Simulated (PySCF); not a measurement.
## Calculated properties of `O=C([SiH3])C1CNC1`

C₄H₉NOSi.
Structure used (GFN2-xTB), in Å, numbered top down from 1:
```xyz
16
C4H9NOSi angstrom
O      0.4685    1.7276    1.1194
C      0.7041    0.8980    0.2691
Si     2.5140    0.3056   -0.0160
C     -0.3751    0.2635   -0.5643
C     -1.8325    0.5371   -0.1667
N     -2.0632   -0.9052   -0.0188
C     -0.6406   -1.2063   -0.1783
H      3.2494    1.4509   -0.5440
H      2.4896   -0.7990   -0.9753
H      3.0537   -0.1174    1.2723
H     -0.1495    0.4022   -1.6213
H     -2.4688    0.9806   -0.9344
H     -1.9081    1.1259    0.7523
H     -2.4768   -1.1944    0.8598
H     -0.4583   -1.9487   -0.9581
H     -0.1140   -1.5114    0.7344
```

Some functional groups and rings: amine, Si–H bond and C–Si bond.

**GFN2-xTB geometry**

```yaml
Point_group_of_the_GFN2-xTB_geometry: C1
Rotational_constants_A_B_C_of_the_GFN2-xTB_geometry: 4.318, 1.372, 1.144 GHz
```

**PBE0/def2-SVPD ground state and vertical TDDFT (core frozen in the response) (PySCF)**

```yaml
Dipole_moment: 1.76 D
HOMO_energy: -6.68 eV
LUMO_energy: -1.36 eV
HOMO–LUMO_gap: 5.32 eV
Lowest_singlet_excitation: 3.52 eV (352 nm, f = 0.001)
Strongest_line_among_the_8_lowest_singlet_transitions: S8 at 6.67 eV (186 nm, f = 0.066)
Lowest_triplet_excitation_Tamm–Dancoff: 2.86 eV
Static_isotropic_polarisability: 84.2 au
Electronic_spatial_extent_⟨r²⟩_about_the_centre_of_nuclear_charge: 1060 bohr²
```

From PBE0/pcSseg-1 ground state and GIAO shieldings, non-relativistic (PySCF):

```yaml
Lowest_Hirshfeld_atomic_charge: -0.22 e on O1
Highest_Hirshfeld_atomic_charge: +0.31 e on Si3
13C_chemical_shifts_computed_TMS_as_zero_by_class: 239.8 (C2), 53.9 (C4), 48.8 (C5/C7) ppm
1H_chemical_shifts_computed_TMS_as_zero_by_class: 4.01 (H13/H16), 3.89 (H8/H9/H10), 3.82 (H12/H15), 3.74 (H11), 0.28 (H14) ppm
Isotropic_shieldings_of_nuclei_other_than_C_and_H_by_class: 245 (N6), -474 (O1), 446 (Si3) ppm
Mayer_bond_orders_between_heavy_atoms: O1–C2 1.96, C2–Si3 0.83, C2–C4 0.89, C4–C5 0.99, C5–N6 0.97, N6–C7 0.99, C7–C4 0.97
```

Monoisotopic mass (most abundant isotopes): 115.0453 u.

With B = h/(8π²I), that is 505.379 GHz u Å² over I, the principal moments of inertia are 117.0, 368.3 and 441.8 u Å² (most abundant isotopes). No computed singlet falls in the visible range (750 to 380 nm, 1.65 to 3.26 eV); S1 lies 0.26 eV above its blue end. A dipole of 1.76 D is allowed in C1, and pure rotational transitions are dipole-allowed. The largest Löwdin shares of the HOMO are 0.51 on N6, 0.10 on C5, 0.09 on C7 and 0.04 on O1. The vertical singlet–triplet gap S1 − T1 is 0.66 eV (TDDFT singlet less Tamm–Dancoff triplet; S1: HOMO−1→LUMO, weight 0.79; T1: HOMO−1→LUMO, weight 0.82). The largest Löwdin shares of the LUMO are 0.37 on C2, 0.30 on O1, 0.12 on Si3 and 0.06 on C4. The 8 singlets span 3.52 to 6.67 eV, and their oscillator strengths add up to 0.17.

Isolated species at its GFN2-xTB geometry (one conformer only). NMR classes are plain means over equivalent atoms (diastereotopic ones count apart unless rotation or inversion swaps them), as if these changed places fast; in this geometry the members of some classes differ.
